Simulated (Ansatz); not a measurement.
`Cc1cc(O)ccn1`. Charge 0, multiplicity 1. The geometry is a stationary point of PBE0-D4/def2-TZVP. It is one conformer, not always the lowest.

```xyz
15

C    -1.898   -0.215   -1.372
C    -0.591   -0.211   -0.642
C    -0.443    0.523    0.532
C     0.778    0.509    1.188
O     1.008    1.191    2.328
C     1.816   -0.242    0.648
C     1.564   -0.933   -0.519
N     0.399   -0.931   -1.163
H    -2.183    0.796   -1.675
H    -2.701   -0.604   -0.740
H    -1.816   -0.839   -2.261
H    -1.276    1.099    0.925
H     0.210    1.662    2.585
H     2.781   -0.274    1.135
H     2.353   -1.530   -0.968
```

**Question.** What is the dipole moment at PBE/def2-TZVPP? (Estimate.)

**Answer.** Computed: 2.64 D, with components (-1.27, 1.60, 1.67) D in this frame, pointing from negative to positive charge.

**Question.** And with r2SCAN, B3LYP, ωB97M-V? (Best estimate.)

**Answer.** Computed: r2SCAN 2.64 D, B3LYP 2.59 D, ωB97M-V 2.58 D.

**Question.** Give the Mulliken charges with PBE, ωB97M-V, B3LYP in def2-TZVPP. (Estimate.)

**Answer.** The calculation gave: 
```csv
atom,PBE,ωB97M-V,B3LYP
C1,-0.24,-0.31,-0.25
C2,0.08,0.13,0.12
C3,-0.17,-0.17,-0.20
C4,0.19,0.22,0.23
O5,-0.24,-0.27,-0.28
C6,-0.12,-0.14,-0.14
C7,-0.05,-0.01,-0.02
N8,-0.18,-0.27,-0.24
H9,0.09,0.11,0.09
H10,0.09,0.11,0.09
H11,0.10,0.11,0.10
H12,0.06,0.08,0.08
H13,0.20,0.19,0.20
H14,0.10,0.11,0.12
H15,0.09,0.11,0.11
```

B3LYP here is the variant with VWN-RPA as its local correlation; programs differ in this.
